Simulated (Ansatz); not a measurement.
Reaction (substitution at a C–B bond): `ClBC1C[SiH2]1` + HCl → `ClC1C[SiH2]1` + `BCl`

Program: Ansatz. Geometries: PBE0-D4/def2-TZVP. ΔE: electronic, gas phase. CBS: MP2 limit from def2 TZ/QZ plus the TZ coupled-cluster correction, frozen cores. This one scheme is used for every species. DFT in def2-TZVPP. Each species was taken in one conformer, which may not be the lowest.

```json
{"level": "PBE-D4", "ΔE (kJ/mol)": "131.7", "difference from CCSD(T)/CBS": "0.3"}
{"level": "r2SCAN-D4", "ΔE (kJ/mol)": "135.0", "difference from CCSD(T)/CBS": "3.6"}
{"level": "ωB97X-V", "ΔE (kJ/mol)": "123.7", "difference from CCSD(T)/CBS": "-7.7"}
{"level": "ωB97M-V", "ΔE (kJ/mol)": "130.2", "difference from CCSD(T)/CBS": "-1.2"}
{"level": "B2PLYP", "ΔE (kJ/mol)": "125.1", "difference from CCSD(T)/CBS": "-6.3"}
{"level": "MP2/def2-TZVPP", "ΔE (kJ/mol)": "138.5", "difference from CCSD(T)/CBS": "7.1"}
{"level": "CCSD(T)/def2-TZVPP", "ΔE (kJ/mol)": "132.0", "difference from CCSD(T)/CBS": "0.6"}
{"level": "HF/def2-QZVPP", "ΔE (kJ/mol)": "109.4", "difference from CCSD(T)/CBS": "-22.0"}
{"level": "MP2/def2-QZVPP", "ΔE (kJ/mol)": "138.0", "difference from CCSD(T)/CBS": "6.6"}
{"level": "MP2/CBS(def2)", "ΔE (kJ/mol)": "137.8", "difference from CCSD(T)/CBS": "6.4"}
{"level": "CCSD(T)/CBS", "ΔE (kJ/mol)": "131.4", "difference from CCSD(T)/CBS": "0"}
```

Largest T1 diagnostic among the species: 0.012.

The D4 term adds +7.0 kJ/mol with B3LYP and +3.9 kJ/mol with PBE0; it sums over pairs of atoms, weighted by their polarisabilities, and B3LYP, whose exchange is more repulsive, gets the larger term. In def2-TZVPP, CCSD(T) changes the Hartree–Fock value by +22.2 kJ/mol (the triples alone add +2.7 kJ/mol) and MP2 by +28.6 kJ/mol.

B3LYP here is the variant with VWN-RPA as its local correlation; programs differ in this.
